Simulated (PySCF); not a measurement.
Input for PySCF: R-M06-2X/def2-TZVPP on HfO2 (SMILES [O]=[Hf]=[O]). Elements past Kr take the def2 small-core potentials; no spin–orbit coupling.

```python
from pyscf import gto, dft

mol = gto.M(
    atom='''
    Hf    0.00451387    0.00591537   -0.70297608
    O     1.44367161   -0.00647631    0.36072937
    O    -1.44818547    0.00056094    0.34224671
    ''',
    basis='def2-tzvpp',
    ecp={'Hf': 'def2-tzvpp'},
    charge=0, spin=0, verbose=4, max_memory=1800)
mf = dft.RKS(mol, xc='m062x').density_fit(auxbasis='def2-universal-jkfit')
mf.grids.level = 4
mf.conv_tol = 1e-9
mf.max_cycle = 150
mf.kernel()
mf.dip_moment()
```

Question: What total energy does the run end on?

Answer: -198.3933 hartree.
